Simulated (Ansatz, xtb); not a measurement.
## BF3H2NP: where a starting geometry ends

The starting geometry of this gas-phase singlet was built from a drawn formula by distance geometry and a force field; its bonds are those of `[H]/N=[P+](\F)[BH-](F)F`.

```xyz
8

B    -1.1839   -2.0722   -1.1977
F    -1.3311    0.8898   -1.0468
F    -0.5903   -2.0444   -2.5248
F    -2.0519   -3.2265   -1.0665
N    -3.0310   -0.5483    0.4711
P    -2.1873   -0.4683   -0.8094
H    -3.3296    0.3419    0.8933
H    -0.2973   -2.2000   -0.3878
```

Q: Predict what it relaxes into with r2SCAN-D4/def2-SVP.

A: It falls apart into BF2H + FHNP. Contacts that open: B1–P6 (1.93 → 3.54 Å).

The energy falls by 1.49 eV over 45 steps:

```tsv
step	E − E(last) (eV)
1	1.487
6	0.250
11	0.193
16	0.187
21	0.179
25	0.174
30	0.169
35	0.099
40	0.001
45	0.000
```

Final geometry (Å):

```
atom    x (Å)    y (Å)    z (Å)
   B  -0.5401  -2.4698  -1.5404
   F  -1.6250  -0.6997  -0.4088
   F  -0.6055  -1.8446  -2.7016
   F  -1.5420  -3.2772  -1.2254
   N  -3.7090   0.6305   0.4772
   P  -3.2808  -0.6812  -0.1912
   H  -3.1439   1.4261   0.7783
   H   0.4440  -2.4121  -0.8569
```

From the same start GFN2-xTB reaches the same bonding as this run.

The end wasn't checked by frequencies. Run with Ansatz 0.2.0, 93 s on 1 thread of Intel(R) Xeon(R) 6975P-C (Granite Rapids), on a shared host.
